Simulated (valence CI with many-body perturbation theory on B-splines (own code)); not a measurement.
# Pb⁴¹⁺: what the settings do

Computed by valence CI with perturbative core correlation (CI+MBPT): five valence electrons over a frozen Dirac-Fock core [Kr], radial functions for each j: 6 s, 6 p, 5 d, 5 f, 1 g, with the one-electron correlation potential Σ1 (screened to all orders), the two-electron term Σ2, the three-electron term Σ3, Breit, model QED; selected single and double excitations, second order for the rest, scaled by the run's own slope (own B-spline code, finite nucleus).

No measured spectrum was set against this ion. As an estimate, large intervals hold to a few tenths of a per cent, small ones and those within an open d or f shell to about a per cent. Only levels of the ground parity were solved; by the run's estimate the other parity begins above the list, which can be wrong where configurations are misplaced.

The reference run has the lowest level (4d3/2^4 4d5/2) J=5/2 and an ionisation energy of 2006.06 eV. Its largest variational space holds 10000 state functions.

Levels are named by their leading jj configuration (3d3/2^4 stands for four electrons in 3d with j = 3/2), which in mixed levels can hold well under half, so a name can repeat and another be missing. Letters in brackets count levels of one name in rising energy.

Changed runs:
A. averaging of valence orbitals over low configurations on → off; three-electron term on → off
B. hole-hole ladder in Σ2 on → off
C. QED terms on → off; selection threshold (hartree) 2e-08 → 1e-05
D. scale of Σ1 1 → 0 (bad on purpose)

Excitation energies of the reference run in cm⁻¹, and shifts in cm⁻¹:

| Level | Reference | A | B | C | D |
| --- | --- | --- | --- | --- | --- |
| (4d3/2^3 4d5/2^2) J=5/2 [a] | 201493 | -1084 | -2749 | -647 | -972 |
| (4d3/2^3 4d5/2^2) J=7/2 [a] | 244308 | +159 | -2458 | -621 | -962 |
| (4d3/2^3 4d5/2^2) J=3/2 [a] | 249703 | +430 | -248 | -640 | -964 |
| (4d3/2^3 4d5/2^2) J=11/2 | 253481 | +260 | -4828 | -631 | -979 |
| (4d3/2^3 4d5/2^2) J=9/2 | 269460 | +515 | -3115 | -628 | -984 |
| (4d3/2^3 4d5/2^2) J=5/2 [b] | 281236 | +715 | -748 | -632 | -991 |
| (4d3/2^3 4d5/2^2) J=1/2 | 292585 | +930 | +737 | -686 | -1017 |
| (4d3/2^3 4d5/2^2) J=7/2 [b] | 297003 | +1689 | -1221 | -616 | -982 |
| (4d3/2^3 4d5/2^2) J=3/2 [b] | 356508 | +1943 | +4490 | -687 | -1025 |
| (4d3/2^2 4d5/2^3) J=5/2 [a] | 442731 | -506 | -2946 | -1228 | -1905 |
| (4d3/2^2 4d5/2^3) J=7/2 [a] | 473800 | +140 | -3889 | -1282 | -1940 |
| (4d3/2^2 4d5/2^3) J=11/2 | 479647 | +124 | -6695 | -1286 | -1954 |
| Ionisation energy (eV) | 2006.06 | -0.05 | -0.38 | -0.06 | -2.72 |
